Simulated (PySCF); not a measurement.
**He⁺ (helium, charge +1): UHF calculation**

Configuration: 3d1, 2D determinant (an excited configuration). Calculation: PySCF 2.14, in aug-cc-pV5Z (6s5p4d3f2g, 80 functions); the non-relativistic Hamiltonian (point nucleus).

```json
{
  "Total energy": "0.089371 hartree",
  "One-electron energy": "0.0894 hartree",
  "Hartree (Coulomb) energy": "0.2029 hartree",
  "Exchange energy": "-0.2029 hartree",
  "Kinetic energy": "0.97812 hartree",
  "⟨S²⟩": "0.7500",
  "⟨L²⟩": "6.000",
  "Sum of ⟨r⟩": "2.429 bohr",
  "Sum of ⟨r²⟩": "6.299 bohr²",
  "Traceless quadrupole moment −½Σ⟨3z² − r²⟩ along its main axis": "1.80 e·bohr²",
  "Density at the nucleus (Gaussians lack the cusp)": "0 bohr⁻³",
  "Langevin diamagnetic susceptibility": "-4.99 ×10⁻⁶ cm³/mol"
}
```

```json
{"shell": "3d α", "electrons": "1", "mean orbital energy (hartree)": "0.08937", "rms radius, mean of both spins (bohr)": "2.51"}
```

The outer electron is Rydberg-like, and this basis confines it to a smaller radius and binds it less than a complete one would. At UHF the highest occupied level has a positive energy, so only the finite basis holds that electron; for this excited configuration the basis is too tight for the outer shell.

Spin-orbit constants ζ (cm⁻¹) from the X2C one-electron operator on these orbitals (non-relativistic here): bare nucleus, nucleus screened by l(l+1)(2l+1)/3 electrons, and screened by the Breit-Pauli mean field of the electrons.

| shell | bare | screened nucleus | mean field |
| --- | --- | --- | --- |
| 3d | 1.403 | 1.403 | 1.291 |

To first order the Landé constant is A = 1.291 cm⁻¹, so the lowest level has J = 3/2 and lies 0.000240 eV below the centre of the term.
